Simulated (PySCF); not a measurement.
Species: C7H8O2.
Atom-mapped SMILES: `[CH:1]#[C:2][C@H:3]1[CH2:4][CH2:5][C:6](=[O:7])[O:8][CH2:9]1` (hydrogens: H10 on C1; H11 on C3; H12, H13 on C4; H14, H15 on C5; H16, H17 on C9)

The geometry is computed with GFN2-xTB (gas phase).

(1) What internal coordinates does the optimisation give?

Answers

(1) 
| bond | length (bohr) |
| --- | --- |
| C1≡C2 | 2.260 |
| C2–C3 | 2.741 |
| C3–C4 | 2.893 |
| C4–C5 | 2.878 |
| C5–C6 | 2.871 |
| C6=O7 | 2.270 |
| C6–O8 | 2.528 |
| O8–C9 | 2.682 |
| C3–C9 | 2.890 |
| C1–H10 | 1.982 |
| C3–H11 | 2.073 |
| C4–H12 | 2.065 |
| C4–H13 | 2.063 |
| C5–H14 | 2.061 |
| C5–H15 | 2.069 |
| C9–H16 | 2.067 |
| C9–H17 | 2.075 |

A selection of angles:
| angle | degrees |
| --- | --- |
| C1–C2–C3 | 178.7 |
| C2–C3–C4 | 111.8 |
| C2–C3–C9 | 110.0 |
| C4–C3–C9 | 107.2 |
| C3–C4–C5 | 108.3 |
| C4–C5–C6 | 114.9 |
| C5–C6–O7 | 121.6 |
| C5–C6–O8 | 119.6 |
| O7–C6–O8 | 118.6 |
| C6–O8–C9 | 123.3 |
| C3–C9–O8 | 113.9 |

Dihedral angles: C2–C3–C4–C5 -178° (antiperiplanar); C3–C4–C5–C6 -45° (synclinal); C4–C5–C6–O7 -165° (antiperiplanar); C5–C6–O8–C9 -9° (synperiplanar); C6–O8–C9–C3 29° (synperiplanar); C2–C3–C9–O8 -176° (antiperiplanar).

The C–O distances run from 1.201 Å (C6=O7, drawn double) to 1.419 Å (O8–C9, drawn single), a spread of 0.218 Å. The C–C distances run from 1.196 Å (C1≡C2, drawn triple) to 1.531 Å (C3–C4, drawn single), a spread of 0.335 Å. The 6-membered ring C3–C4–C5–C6–O8–C9 has internal angles of 107.2° to 123.3° (sum 687°, against 720° for a flat polygon); it is puckered, 0.21 Å rms from its mean plane, widest ring torsion 62°. Of the pairs four or more bonds apart, H12···H17 is among the closest relative to their van der Waals radii: 2.49 Å, 104 % of the sum of Bondi's values.

Point group: C1 (no symmetry element, even within 0.4 Å). Stationary, but not proved a minimum. One conformer, not necessarily the lowest.
